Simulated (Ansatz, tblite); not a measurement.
Cost and result up the ladder for B6As6, a cluster cut from wurtzite BAs (bare) (12 atoms). Total charge 0; singlet. Geometry: PBE-D4/def2-SVP.

Cartesian coordinates in Å:
```
B -1.661 -0.126 -0.293
As -1.519 1.172 -1.829
As 0.916 2.030 1.584
B -0.037 1.099 -0.333
B -0.444 -0.520 -1.521
As 1.867 1.667 -0.671
As -1.913 -1.180 1.406
B -0.215 0.035 1.128
B -0.617 -1.547 -0.110
As 0.921 -2.005 -1.345
As 1.533 -0.319 2.064
B 1.169 -0.306 -0.080
```

Ansatz on 2 threads of AMD EPYC 7R13 on a shared host and a share (18 GiB) of an NVIDIA H100 80GB HBM3; xTB runs through tblite on one thread. Times are rough, summed over both states, and most runs start from the orbitals of an earlier one. PBE0-D4/def2-TZVP serves as the yardstick here, not as an exact answer. The other state is a triplet.

The xTB rows come from tblite. Single mean-field runs in def2-TZVP are fitted with def2-universal-jkfit. HOMO above LUMO, or a gap near zero within one spin, warns that the state may not be the lowest or that an electron is smeared out.

xTB has no spin-polarisation term.

```csv
level,functions,vertical triplet (eV),difference from PBE0-D4/def2-TZVP (eV),remarks
GFN2-xTB,78,1.71,0.16,–
GFN1-xTB,78,1.68,0.12,–
PBE-D4/def2-TZVP,474,1.48,-0.07,gap within one spin near zero (triplet)
PBE0-D4/def2-TZVP,474,1.56,0.00,–
```

(1) Estimate how long each takes.

Answers

(1) GFN2-xTB 0.073 s; GFN1-xTB 0.074 s; PBE-D4/def2-TZVP 15 s; PBE0-D4/def2-TZVP 22 s. On shared hardware such times vary by a factor of up to 3.
